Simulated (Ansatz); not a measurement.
# A geometry optimisation of BGa2HO with PBE0-D3(BJ)/def2-SVP

The starting geometry of this gas-phase singlet was optimised with GFN2-xTB.

```xyz
5

B    -0.1628   -0.2751    0.9152
Ga    1.9420   -0.2019    0.1741
Ga   -1.8367    0.6126   -0.9644
O    -0.0250    0.2168   -0.4082
H    -1.3554   -0.2898    1.2689
```

Question: Predict what it relaxes into with PBE0-D3(BJ)/def2-SVP.

Answer: A bond breaks, giving a structure given below by its coordinates. Contacts that open: Ga2–O4 (2.09 → 3.12 Å).

The energy falls by 0.25 eV over 15 steps:

```json
{"step": "1", "E − E(last) (eV)": "0.254"}
{"step": "3", "E − E(last) (eV)": "0.090"}
{"step": "4", "E − E(last) (eV)": "0.043"}
{"step": "6", "E − E(last) (eV)": "0.029"}
{"step": "7", "E − E(last) (eV)": "0.023"}
{"step": "9", "E − E(last) (eV)": "0.007"}
{"step": "10", "E − E(last) (eV)": "0.003"}
{"step": "12", "E − E(last) (eV)": "0.000"}
{"step": "13", "E − E(last) (eV)": "0.000"}
{"step": "15", "E − E(last) (eV)": "0.000"}
```

Final geometry (Å):

```csv
atom,x (Å),y (Å),z (Å)
B,-0.0127,-0.0744,0.3525
Ga,2.1236,-0.5034,0.9145
Ga,-2.2148,0.4859,-0.5358
O,-0.2836,0.4115,-0.8506
H,-1.0503,-0.2570,1.1051
```

Frequencies at the end are all real (lowest 67 cm⁻¹). Run with Ansatz 0.2.0, 32 s on 2 threads of Intel(R) Xeon(R) Platinum 8488C (Sapphire Rapids), with other jobs on the host.
